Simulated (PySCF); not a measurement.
A geometry optimisation, step by step.

Compound: C6H11F3S.
Numbering: `[CH3:1][C:2]([CH3:3])([CH3:4])[CH2:5][S:6][C:7]([F:8])([F:9])[F:10]` (hydrogens: H11, H12, H13 on C1; H14, H15, H16 on C3; H17, H18, H19 on C4; H20, H21 on C5)

Computed by this run: PBE0-D3(BJ)/def2-SVP geometry optimisation, gas phase in PySCF 2.14.0; density fitting, grid level 1; the optimiser is geomeTRIC in internal coordinates, started from a GFN2-xTB structure with every atom displaced at random (about 0.01 Å). 4 of its 13 geometries are shown. The frame can shift and turn from step to step; on so coarse a grid that alone can change the energy by a few meV, and forces under 0.02 eV/Å are noise.

Step 0: E = -25354.9542 eV, largest atomic force 2.762 eV/Å
```
atom  x, y, z in Å  |  force x, y, z in eV/Å
C1     -1.105   -1.347    0.804   -1.745   1.934  -0.920
C2     -0.880   -0.041    0.008    0.301  -0.325  -0.046
C3     -1.740   -0.043   -1.275    0.551   0.247   1.408
C4     -1.199    1.183    0.859   -1.768  -1.046  -0.066
C5      0.591    0.030   -0.425   -0.179   0.337   0.759
S6      1.724    0.053    1.029    0.308   0.031  -0.377
C7      3.275    0.136    0.073   -0.322   0.625   0.020
F8      3.332    1.238   -0.701   -0.051  -0.330   0.259
F9      3.406   -0.902   -0.732    0.068  -0.403  -0.369
F10     4.319    0.160    0.886   -0.086   0.034   0.204
H11    -0.870   -2.197    0.216    0.451  -1.227  -0.693
H12    -2.169   -1.394    1.079   -0.068  -0.152   0.006
H13    -0.560   -1.319    1.702    1.114  -0.213   1.547
H14    -2.792   -0.089   -1.004   -0.465  -0.053  -0.008
H15    -1.556    0.853   -1.845    0.027   0.683  -0.449
H16    -1.477   -0.885   -1.882    0.099  -0.904  -0.678
H17    -2.282    1.163    1.134    0.430   0.019  -0.066
H18    -0.648    1.200    1.780    0.603   0.097   0.747
H19    -1.047    2.094    0.316    0.343   0.925  -0.513
H20     0.761    0.960   -0.969    0.148   0.168  -0.312
H21     0.845   -0.830   -1.028    0.238  -0.447  -0.453
```

Step 4: E = -25355.1704 eV, largest atomic force 0.041 eV/Å
```
atom  x, y, z in Å  |  force x, y, z in eV/Å
C1     -1.134   -1.279    0.807   -0.013   0.009  -0.024
C2     -0.872    0.006    0.019    0.005   0.013  -0.001
C3     -1.715   -0.002   -1.260   -0.013   0.006   0.011
C4     -1.240    1.229    0.862    0.001  -0.020  -0.001
C5      0.597    0.081   -0.421   -0.009   0.011   0.001
S6      1.740    0.135    1.000    0.012  -0.004  -0.003
C7      3.277   -0.002    0.069   -0.023   0.031   0.002
F8      3.435    0.993   -0.806    0.003  -0.015   0.003
F9      3.357   -1.137   -0.628    0.006  -0.014  -0.017
F10     4.290    0.030    0.925    0.008   0.003   0.005
H11    -0.866   -2.167    0.214   -0.004  -0.020  -0.014
H12    -2.200   -1.356    1.071    0.005  -0.001   0.008
H13    -0.550   -1.313    1.738    0.016   0.006   0.037
H14    -2.787   -0.053   -1.014    0.000  -0.001   0.002
H15    -1.548    0.910   -1.855    0.002   0.002  -0.002
H16    -1.473   -0.870   -1.893    0.004  -0.006  -0.008
H17    -2.306    1.204    1.133   -0.001   0.002   0.000
H18    -0.658    1.270    1.796    0.003  -0.001   0.010
H19    -1.050    2.162    0.310   -0.004   0.012  -0.004
H20     0.764    0.984   -1.028    0.006  -0.002   0.000
H21     0.856   -0.801   -1.026   -0.004  -0.013  -0.004
```

Step 8: E = -25355.1723 eV, largest atomic force 0.040 eV/Å
```
atom  x, y, z in Å  |  force x, y, z in eV/Å
C1     -1.115   -1.288    0.870    0.000   0.002   0.024
C2     -0.870   -0.007    0.069   -0.005  -0.015   0.002
C3     -1.785    0.008   -1.159    0.010  -0.007  -0.008
C4     -1.164    1.219    0.936   -0.005   0.017  -0.003
C5      0.572    0.031   -0.455    0.005  -0.013   0.002
S6      1.797    0.080    0.898   -0.011   0.009   0.002
C7      3.280    0.043   -0.125    0.026  -0.029   0.005
F8      3.328    1.052   -0.996    0.002   0.009  -0.005
F9      3.387   -1.080   -0.839   -0.008   0.011   0.001
F10     4.340    0.128    0.670   -0.011   0.002  -0.012
H11    -0.925   -2.183    0.257    0.007   0.008   0.007
H12    -2.159   -1.330    1.218   -0.001   0.000  -0.006
H13    -0.464   -1.343    1.757   -0.005  -0.005  -0.020
H14    -2.842   -0.031   -0.853   -0.002   0.000   0.001
H15    -1.639    0.923   -1.755   -0.004   0.001   0.004
H16    -1.591   -0.858   -1.813   -0.004   0.002   0.006
H17    -2.217    1.217    1.257    0.002  -0.002   0.002
H18    -0.537    1.241    1.841    0.002   0.000  -0.004
H19    -0.983    2.152    0.380    0.005  -0.006   0.002
H20     0.727    0.922   -1.082   -0.005   0.006   0.003
H21     0.775   -0.866   -1.061    0.002   0.010  -0.004
```

Step 12: E = -25355.1744 eV, largest atomic force 0.021 eV/Å
```
atom  x, y, z in Å  |  force x, y, z in eV/Å
C1     -1.051   -1.289    0.950    0.007  -0.005  -0.009
C2     -0.865   -0.014    0.124    0.007   0.006   0.004
C3     -1.858   -0.013   -1.042   -0.003   0.001   0.001
C4     -1.106    1.218    0.998    0.008  -0.005   0.001
C5      0.541    0.028   -0.492   -0.004   0.001  -0.002
S6      1.850    0.063    0.779   -0.003  -0.002   0.004
C7      3.267    0.062   -0.335   -0.012   0.012  -0.013
F8      3.274    1.114   -1.156    0.003  -0.010   0.006
F9      3.312   -1.025   -1.109    0.001  -0.005   0.001
F10     4.374    0.097    0.395    0.007   0.002   0.001
H11    -0.900   -2.188    0.331    0.000   0.002   0.002
H12    -2.069   -1.332    1.366   -0.002  -0.001   0.000
H13    -0.340   -1.338    1.789   -0.004   0.004   0.004
H14    -2.892   -0.061   -0.666    0.001   0.002   0.000
H15    -1.762    0.902   -1.647    0.002  -0.002  -0.003
H16    -1.699   -0.879   -1.703   -0.001   0.000   0.000
H17    -2.137    1.219    1.385   -0.001   0.000   0.000
H18    -0.424    1.246    1.862    0.001   0.001  -0.001
H19    -0.957    2.147    0.425   -0.005   0.001   0.000
H20     0.653    0.928   -1.117   -0.001   0.000   0.001
H21     0.705   -0.859   -1.122   -0.001   0.000   0.002
```

**Question.** Summarise the path.

**Answer.** The energy falls by 5.08 kcal/mol from step 0 to step 12; nine tenths of that is first reached at step 1. It falls at every step. The largest force goes from 2.762 to 0.021 eV/Å. Among the bonds C1–H13 changes most, from 1.051 to 1.101 Å; the atoms move by 0.039 Å rms after alignment.

**Question.** Follow the three bonds and two angles with the largest change from start to end.

**Answer.** 
```csv
step,E above end (kcal/mol),largest force (eV/Å),C1–H13 (Å),C1–H11 (Å),C3–H16 (Å),H11–C1–H13 (°),H18–C4–H19 (°)
0,5.08,2.762,1.051,1.060,1.070,112.3,110.4
1,0.29,0.310,1.109,1.107,1.105,108.6,108.0
2,0.12,0.106,1.102,1.102,1.102,107.9,107.8
3,0.10,0.048,1.100,1.101,1.101,107.6,107.7
4,0.09,0.041,1.099,1.101,1.101,107.5,107.7
5,0.09,0.090,1.100,1.102,1.101,107.5,107.6
6,0.08,0.077,1.101,1.102,1.102,107.6,107.7
7,0.07,0.027,1.101,1.102,1.102,107.7,107.7
8,0.05,0.040,1.101,1.102,1.102,107.8,107.7
9,0.02,0.091,1.101,1.101,1.101,107.8,107.7
10,0.01,0.096,1.101,1.101,1.101,107.8,107.7
11,0.00,0.045,1.101,1.101,1.101,107.7,107.7
12,0.00,0.021,1.101,1.102,1.101,107.6,107.6
```

The cost below is that of the whole optimisation. Hardware: one thread, Arm Neoverse V2 (aarch64), shared host. Cost: 5.1 min wall, 0.88 GiB resident at most.
